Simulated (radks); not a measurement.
Effect of the nuclear size on the aluminium ion Al2+, [Ne] 3s1. Calculated with a radial shooting solver on a logarithmic mesh with Libxc functionals: Dirac Kohn-Sham, PBE, spin-unpolarised, spherical densities, finite nucleus; Fermi nuclear charge, rms radius 3.061 fm. The rms radius is varied about that value; shifts are against it.

rms radius (fm)	total energy shift (eV)	density at nucleus (e/bohr^3)	1s1/2 shift (meV)
2.5223	-0.00119	1505	-0.497
2.8284	-0.000543	1503	-0.226
3.061	0	1501	0.000
3.2936	0.000585	1500	0.244
3.8048	0.00202	1498	0.841

Slopes of the eigenvalues against <r^2> in GHz/fm^2, as finite differences over the two radii next to the reference (eigenvalue slopes, not the field-shift constants of lines): 1s1/2 39.9.
